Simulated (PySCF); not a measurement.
Species: C6H9FO (charge +1 and doublet state).
Cartesian coordinates in Å at the GFN2-xTB level; atoms count from 1:
```
atom  x, y, z in Å
C1    -2.443    0.364   -0.134
C2    -1.113    0.119   -0.039
C3    -0.073    1.162    0.098
C4     1.281    0.460    0.137
O5     2.099    1.048    1.069
C6     0.940   -1.047    0.471
F7     1.815   -1.869   -0.154
C8    -0.495   -1.232   -0.038
H9    -2.833    1.370   -0.131
H10   -3.159   -0.437   -0.219
H11   -0.121    1.918   -0.694
H12   -0.216    1.733    1.026
H13    1.743    0.435   -0.866
H14    3.027    0.783    0.988
H15    1.043   -1.219    1.550
H16   -1.064   -1.964    0.538
H17   -0.437   -1.611   -1.067
```

The hyperfine couplings belong to this conformer and change with its torsions.

The species is `[C@H]1(C[C](C[C@H]1O)[CH2+])F` [radical] (charge +1).

Level of theory: PySCF, UKS B3LYP, pcH-1 on C F H O, non-relativistic, mean-field spin-orbit, GIAO. The structure is a single GFN2-xTB conformer in the gas phase; no vibrational or solvent corrections. Couplings are sensitive to structure, and on GFN2-xTB geometries they can be far from those on DFT ones, by a factor of two or more for some ions and for spin on atoms past the first row. No stability test was run, so a lower SCF solution isn't excluded.

(1) Break the g tensor into its mass correction, gauge correction and orbital-Zeeman/spin–orbit terms.

(2) What are the electron Larmor frequencies g μB B/h along the three axes at 1200 mT?

(3) Average each term over the three axes. Which is largest in size?

(4) What effective moment and Curie constant follow for a powder?

(5) In a frozen sample, at which fields do the three g values resonate at 9.5, 34, 94 and 263 GHz (hyperfine left aside), and which band first spreads them over more than twice a line width of 0.5 mT?

Results:

(1) 
| Δg (ppm) | 1 | 2 | 3 |
| --- | --- | --- | --- |
| relativistic mass correction | -171 | -171 | -171 |
| gauge correction | 15 | 19 | 21 |
| orbital Zeeman/spin–orbit | 442 | 2433 | 3694 |
| total | 286 | 2281 | 3543 |

So g = 2.00261, 2.00460, 2.00586 and g_iso = 2.00436; the tensor is rhombic: the two nearest values differ by 39 % of g3 − g1. Axes: g3 points within 6° of the O5–H14 bond.

(2) 33.6347, 33.6683, 33.6895 GHz for g1, g2 and g3, a range of 54.7 MHz.

(3) The orbital-Zeeman/spin–orbit term 2190, the mass correction -171 and the gauge correction 19 ppm, for a total of 2037 ppm. The orbital-Zeeman/spin–orbit term is the largest in size. The mass correction is the same along every axis, so the anisotropy comes from the other two: their spans along these axes are 6 (gauge) and 3251 ppm (orbital Zeeman/spin–orbit).

(4) With the mean of g² = 4.0174 and S(S+1) = 0.75: μ_eff = √(⟨g²⟩S(S+1)) = 1.736 μB and χT = 0.12505·⟨g²⟩·S(S+1) = 0.377 cm³ K/mol (cgs; spin-Hamiltonian part alone).

(5) 
| band | GHz | B(g3) mT | B(g2) mT | B(g1) mT | spread mT |
| --- | --- | --- | --- | --- | --- |
| X | 9.5 | 338.38 | 338.60 | 338.94 | 0.55 |
| Q | 34.0 | 1211.06 | 1211.82 | 1213.03 | 1.97 |
| W | 94.0 | 3348.23 | 3350.34 | 3353.67 | 5.45 |
| J | 263.0 | 9367.92 | 9373.82 | 9383.15 | 15.24 |

The spread grows in proportion to the frequency. Q band is the first where it exceeds 1.0 mT.

Largest spin populations (Mulliken): C1 (+0.50), C2 (+0.19), O5 (+0.14) and C6 (+0.06).

The HOMO–LUMO gaps are 5.95 eV among the α and 1.05 eV among the β orbitals.

The SMILES draws the unpaired electron on C2; the largest computed Mulliken spin population is on C1 (0.50 against 0.19).
